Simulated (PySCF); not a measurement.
OW, triplet, geometry from GFN2-xTB (such geometries of metal compounds can be far from the true shape) (core potentials on W); PySCF with PBE/def2-SVP.

Input for PySCF:
```python
from pyscf import gto, scf, dft

mol = gto.Mole()
mol.atom = '''
    W    -0.00000000   -0.00000000   -0.16586381
    O     0.00000000    0.00000000    1.53424026
'''
mol.basis = 'def2-svp'
mol.ecp = {'W': 'def2-svp'}
mol.spin = 2
mol.verbose = 4
mol.build()

mf = dft.UKS(mol)
mf.xc = 'pbe'
mf.kernel()
mf.analyze()
```

The log (banner, timings and long lists left out):

```
PySCF version 2.14.0

[INPUT] verbose = 4
[INPUT] num. atoms = 2
[INPUT] num. electrons = 22
[INPUT] charge = 0
[INPUT] spin (= nelec alpha-beta = 2S) = 2
[INPUT] symmetry False subgroup None
[INPUT] Mole.unit = angstrom
[INPUT] Symbol           X                Y                Z      unit          X                Y                Z       unit  Magmom
[INPUT]  1 W      0.000000000000   0.000000000000  -0.165863810000 AA    0.000000000000   0.000000000000  -0.313437174877 Bohr   0.0
[INPUT]  2 O      0.000000000000   0.000000000000   1.534240260000 AA    0.000000000000   0.000000000000   2.899293900681 Bohr   0.0

nuclear repulsion = 34.8613056511535
number of shells = 18
number of NR pGTOs = 81
number of NR cGTOs = 46
basis = def2-svp
ecp = {'W': 'def2-svp'}

******** <class 'pyscf.dft.uks.UKS'> ********
method = UKS
initial guess = minao
damping factor = 0
level_shift factor = 0
DIIS = <class 'pyscf.scf.diis.CDIIS'>
diis_start_cycle = 1
diis_space = 8
diis_damp = 0
SCF conv_tol = 1e-09
SCF conv_tol_grad = None
SCF max_cycles = 50
direct_scf = True
direct_scf_tol = 1e-13
number electrons alpha = 12  beta = 10
XC library pyscf.dft.libxc version 7.1.2
    S. Lehtola, C. Steigemann, M. J. T. Oliveira, and M. A. L. Marques,  SoftwareX 7, 1–5 (2018)
XC functionals = pbe
    J. P. Perdew, K. Burke, and M. Ernzerhof,  Phys. Rev. Lett. 77, 3865 (1996)
    J. P. Perdew, K. Burke, and M. Ernzerhof,  Phys. Rev. Lett. 78, 1396 (1997)
    J. P. Perdew, K. Burke, and M. Ernzerhof,  Phys. Rev. Lett. 77, 3865 (1996)
    J. P. Perdew, K. Burke, and M. Ernzerhof,  Phys. Rev. Lett. 78, 1396 (1997)
radial grids:
    Treutler-Ahlrichs [JCP 102, 346 (1995); DOI:10.1063/1.469408] (M4) radial grids

becke partition: Becke, JCP 88, 2547 (1988); DOI:10.1063/1.454033
pruning grids: <function nwchem_prune>
grids dens level: 3
symmetrized grids: False
atomic radii adjust function: <function treutler_atomic_radii_adjust>
small_rho_cutoff = 0
Set gradient conv threshold to 3.16228e-05
tot grids = 38392
init E= -130.157232592175

cycle= 1 E= -141.872554528194  delta_E= -11.7  |g|= 0.788  |ddm|= 5.05
cycle= 2 E= -135.164044390055  delta_E= 6.71  |g|= 2.99  |ddm|= 2.72
cycle= 3 E= -142.098015152921  delta_E= -6.93  |g|= 0.296  |ddm|= 2.54
cycle= 4 E= -142.132165850521  delta_E= -0.0342  |g|= 0.187  |ddm|= 0.803
cycle= 5 E= -142.147890471037  delta_E= -0.0157  |g|= 0.108  |ddm|= 0.447
cycle= 6 E= -142.15083223024  delta_E= -0.00294  |g|= 0.0633  |ddm|= 0.0557
cycle= 7 E= -142.151822909361  delta_E= -0.000991  |g|= 0.0388  |ddm|= 0.0237
cycle= 8 E= -142.152421632709  delta_E= -0.000599  |g|= 0.00865  |ddm|= 0.0219
cycle= 9 E= -142.152451489776  delta_E= -2.99e-05  |g|= 0.00271  |ddm|= 0.00718
cycle= 10 E= -142.152455108884  delta_E= -3.62e-06  |g|= 0.000141  |ddm|= 0.00377
cycle= 11 E= -142.152455147069  delta_E= -3.82e-08  |g|= 5.21e-05  |ddm|= 0.000673
cycle= 12 E= -142.152455149486  delta_E= -2.42e-09  |g|= 9.14e-06  |ddm|= 0.000145
cycle= 13 E= -142.152455149615  delta_E= -1.29e-10  |g|= 4.13e-06  |ddm|= 4.72e-05
Extra cycle  E= -142.15245514949  delta_E= 1.25e-10  |g|= 1.8e-05  |ddm|= 2.21e-05
converged SCF energy = -142.15245514949  <S^2> = 2.0450128  2S+1 = 3.0298599
**** SCF Summaries ****
Total Energy =                        -142.152455149489981
Nuclear Repulsion Energy =              34.861305651153465
One-electron Energy =                 -285.137257661150784
Two-electron Energy =                  108.123496860507345
Two-electron Coulomb Energy =          124.084876210258628
DFT Exchange-Correlation Energy =      -15.961379349751276
**** MO energy ****
                             alpha | beta                alpha | beta
MO #1   energy= -18.8195213236048  | -18.8236030799581  occ= 1 | 1
MO #2   energy= -2.90925762301128  | -2.8729407323765   occ= 1 | 1
MO #3   energy= -1.62285611586914  | -1.60304477360662  occ= 1 | 1
MO #4   energy= -1.59106299492669  | -1.53215134643142  occ= 1 | 1
MO #5   energy= -1.59106299492666  | -1.53215134643141  occ= 1 | 1
MO #6   energy= -0.850053017864436 | -0.856966101602694 occ= 1 | 1
MO #7   energy= -0.373325370192868 | -0.371861963599394 occ= 1 | 1
MO #8   energy= -0.357424789569975 | -0.35628761868258  occ= 1 | 1
MO #9   energy= -0.357424789569963 | -0.356287618682555 occ= 1 | 1
MO #10  energy= -0.222066034360452 | -0.180396759403788 occ= 1 | 1
MO #11  energy= -0.203276906570046 | -0.132172069086502 occ= 1 | 0
MO #12  energy= -0.203276861790173 | -0.132172004465503 occ= 1 | 0
MO #13  energy= -0.140403626854354 | -0.116494413916533 occ= 0 | 0
MO #14  energy= -0.140403626854343 | -0.116494413916526 occ= 0 | 0
MO #15  energy= -0.0847377834147558 | -0.0797896216598133 occ= 0 | 0
MO #16  energy= -0.0235529820609802 | -0.0115749045954686 occ= 0 | 0
MO #17  energy= -0.0235529820609759 | -0.011574904595438 occ= 0 | 0
MO #18  energy= 0.0447232353077247 | 0.0520954755086898 occ= 0 | 0
MO #19  energy= 0.101287971172621  | 0.10972848253753   occ= 0 | 0
MO #20  energy= 0.21826669467709   | 0.228132952261495  occ= 0 | 0

spin_pop of  0 W 5s        0.00058
spin_pop of  0 W 6s       -0.06735
spin_pop of  0 W 7s        0.00706
spin_pop of  0 W 8s       -0.00003
spin_pop of  0 W 9s        0.00170
spin_pop of  0 W 10s        0.00197
spin_pop of  0 W 5px       0.00473
spin_pop of  0 W 5py       0.00473
spin_pop of  0 W 5pz      -0.00272
spin_pop of  0 W 6px      -0.00383
spin_pop of  0 W 6py      -0.00360
spin_pop of  0 W 6pz      -0.00473
spin_pop of  0 W 7px      -0.00170
spin_pop of  0 W 7py      -0.00178
spin_pop of  0 W 7pz      -0.00009
spin_pop of  0 W 5dxy      0.06975
spin_pop of  0 W 5dyz      0.05229
spin_pop of  0 W 5dz^2     0.69442
spin_pop of  0 W 5dxz      0.68990
spin_pop of  0 W 5dx2-y2    0.05197
spin_pop of  0 W 6dxy      0.01289
spin_pop of  0 W 6dyz      0.01101
spin_pop of  0 W 6dz^2     0.30467
spin_pop of  0 W 6dxz      0.30962
spin_pop of  0 W 6dx2-y2    0.01286
spin_pop of  0 W 5f-3      0.00005
spin_pop of  0 W 5f-2     -0.00017
spin_pop of  0 W 5f-1      0.00046
spin_pop of  0 W 5f+0     -0.00013
spin_pop of  0 W 5f+1      0.00005
spin_pop of  0 W 5f+2      0.00000
spin_pop of  0 W 5f+3      0.00000
spin_pop of  1 O 1s       -0.00000
spin_pop of  1 O 2s       -0.00322
spin_pop of  1 O 3s       -0.00120
spin_pop of  1 O 2px      -0.06536
spin_pop of  1 O 2py      -0.06527
spin_pop of  1 O 2pz      -0.01499
spin_pop of  1 O 3px       0.00280
spin_pop of  1 O 3py       0.00116
spin_pop of  1 O 3pz      -0.00003
spin_pop of  1 O 3dxy      0.00043
spin_pop of  1 O 3dyz      0.00009
spin_pop of  1 O 3dz^2    -0.00006
spin_pop of  1 O 3dxz      0.00018
spin_pop of  1 O 3dx2-y2    0.00085
In total            12.00000 | 10.00000
Dipole moment(X, Y, Z, Debye): -0.00000,  0.00000, -2.09310
```
